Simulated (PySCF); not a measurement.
C2H9FSi2, SMILES F[SiH2][SiH2]CC. Atoms are numbered in the order given.

```xyz
14

C     -3.0742    -0.1477     0.1311
C     -1.6240    -0.5660    -0.0927
Si    -0.3902     0.8664    -0.0985
Si     1.7891     0.0392    -0.3328
F      2.0125    -1.0910     0.8297
H     -3.4238     0.5398    -0.6553
H     -3.2014     0.3679     1.0959
H     -3.7497    -1.0177     0.1316
H     -1.2934    -1.2732     0.6877
H     -1.5160    -1.1050    -1.0499
H     -0.4854     1.6438     1.1787
H     -0.6661     1.8114    -1.2299
H      2.8404     1.0866    -0.1645
H      1.9875    -0.6307    -1.6544
```

Geometry optimised at PBE0-D3(BJ)/def2-SVP. The structure was generated by enumeration, and PubChem lists no compound with its InChIKey, so it may never have been made. One conformer was computed; it need not be the lowest.

All values below come from PBE/def2-TZVP run with PySCF.

Gas-phase values at a fixed geometry.

```yaml
total_energy: -760.08681 hartree
highest_occupied_level: -6.80 eV
lowest_empty_level: -1.40 eV
orbital_gap: 5.40 eV
dipole_moment: 1.48 D
quadrupole, principal values (traceless, Buckingham form, about the centre of nuclear charge): -5.35, 1.29, 4.06 D·Å
mean_static_polarisability: 83.7 bohr³ (12.40 Å³)
polarisability_principal_values: 69.9, 76.4, 104.7 bohr³
```
